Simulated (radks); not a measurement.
Spin polarisation of the 5d3 shell in W3+. Start: [Xe] 4f14 5d(up 1.5, down 1.5); electrons of 5d are moved from spin down to spin up, other shells keep equal spins. All-electron calculation, scalar-relativistic Kohn-Sham, BLYP, spin-polarised, spherical densities, finite nucleus; Fermi nuclear charge, rms radius of each element as measured or else 0.836 A^(1/3) + 0.57 fm. Program: a radial shooting solver on a logarithmic mesh with Libxc functionals.

moment (Bohr magnetons) = 0: E - E(0) (eV) 0.000; e(5d up) (eV) -31.068; e(5d down) (eV) -31.068; 4f down minus up (eV) 0.000; 5p down minus up (eV) 0.000; 5s down minus up (eV) 0.000
moment (Bohr magnetons) = 0.75: E - E(0) (eV) -0.101; e(5d up) (eV) -31.324; e(5d down) (eV) -30.785; 4f down minus up (eV) 0.082; 5p down minus up (eV) 0.454; 5s down minus up (eV) 0.346
moment (Bohr magnetons) = 1.5: E - E(0) (eV) -0.402; e(5d up) (eV) -31.546; e(5d down) (eV) -30.486; 4f down minus up (eV) 0.165; 5p down minus up (eV) 0.902; 5s down minus up (eV) 0.692
moment (Bohr magnetons) = 2.25: E - E(0) (eV) -0.892; e(5d up) (eV) -31.733; e(5d down) (eV) -30.187; 4f down minus up (eV) 0.247; 5p down minus up (eV) 1.342; 5s down minus up (eV) 1.033
moment (Bohr magnetons) = 3: E - E(0) (eV) -1.556; e(5d up) (eV) -31.887; e(5d down) (eV) -29.896; 4f down minus up (eV) 0.329; 5p down minus up (eV) 1.767; 5s down minus up (eV) 1.370

At moment 3 the spin-polarisation energy is -1.556 eV and the 5d exchange splitting 1.991 eV, that is 0.664 eV per Bohr magneton; E = -I m^2/4 would give I = 0.691 eV.
